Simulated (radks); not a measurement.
The numbers below are computed, except where a source is named.
Question: The niobium ion Nb7+ is in [Ar] 3d10 4s2 4p(1/2: 2, 3/2: 2). Code: a radial shooting solver on a logarithmic mesh with Libxc functionals. Model: Dirac Kohn-Sham, relativistic LDA (MacDonald-Vosko exchange, VWN5 correlation), spin-unpolarised, spherical densities, finite nucleus; Fermi nuclear charge, rms radius of each element as measured or else 0.836 A^(1/3) + 0.57 fm. Sub-shells are occupied by j as written (lower j first in brackets). One electron is removed from 4p3/2, 4s1/2, 3d5/2, 4p1/2 in turn, with full relaxation. Which removal costs least, and what does each cost?

Answer: 4p3/2 138.70 eV; 4p1/2 141.56 eV; 4s1/2 166.40 eV; 3d5/2 324.66 eV. The 4p3/2 electron leaves first.
